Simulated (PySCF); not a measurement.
# How methods differ on the interval between two levels of Ne⁺

Ne⁺ [He] 2s2 2p5 [2P3/2, M_J = 3/2] → Ne⁺ [He] 2s2 2p4 3s1 [4P5/2, M_J = 5/2], as a difference of total energies. Computed with PySCF 2.14 in x2c-SVPall-2c with one added diffuse shell of s type (4s2p1d, 15 functions), with the two-component X2C-1e Hamiltonian. Correlated levels: 1s2 frozen. "Screened" scales the spin-orbit matrix elements by Boettger's factors to mimic the two-electron term; Breit and QED terms are absent.

```csv
method,interval between two levels (cm⁻¹)
GHF (spin-free),214530
GMP2 (spin-free),221870
GHF (screened spin-orbit),214490
GMP2 (screened spin-orbit),221830
```

Errors of the correlated levels include the incompleteness of this basis and the frozen core.

The labels give the starting determinants; with spin-orbit coupling the two ends relaxed to ⟨J²⟩ = 3.75, ⟨L²⟩ = 2.00, ⟨S²⟩ = 0.75 and ⟨J²⟩ = 8.75, ⟨L²⟩ = 2.00, ⟨S²⟩ = 3.75.

For comparison: 219130 cm⁻¹ (measured; NIST Handbook of Basic Atomic Spectroscopic Data (Sansonetti and Martin, J. Phys. Chem. Ref. Data 34, 1559 (2005))).
